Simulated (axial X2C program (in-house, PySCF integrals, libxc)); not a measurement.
**HgI⁺: properties at the nuclei**

Computed with an in-house all-electron X2C program for linear molecules (integrals from PySCF): two-component X2C with atomic mean-field Coulomb and Gaunt terms, Gaussian nuclei, basis Hg dyall-cv3z, I dyall-cv3z with contracted cores.

R = 2.586 Å (near the PBE0 minimum at charge 1 of the determinant lowest at the starting distance; the state shown can have its own minimum elsewhere).

Determinant lowest in the PBE0 search, Ω = 0 (closed shell), highest spinor 91% I p, 4% Hg p, 3% Hg d:

```
level  qzz Hg (a.u.)  qzz I (a.u.)
 PBE0           0.96         17.12
   HF          -1.87         16.23
B3LYP           1.33         17.42
  LDA           2.08         17.39
TPSSh           1.23         17.07
```

qzz is the electric field gradient, eQq0 = 234.96 MHz × Q/barn × qzz. The operators were transformed with the bare-nucleus X2C matrices; with these basis sets, hyperfine constants and field gradients can be off by tens of per cent, and where levels differ in sign neither size nor sign is settled.

Task: With Q(127I) = -0.68822 barn (Q from Pyykkö, Mol. Phys. 2018), turn the PBE0 values of the first state into constants in MHz.

Result: eQq0(127I) = 234.96 × (-0.68822) × (17.12) = -2770 MHz.

Each state is one determinant with collinear spin. The search compared states at one distance, so a state with another bond length can lie lower. Further determinants of the search, some of them spin-mixed, are not shown. Where a field gradient or hyperfine factor spreads by more than a factor of two over the levels, a constant derived from it is not to be relied on.
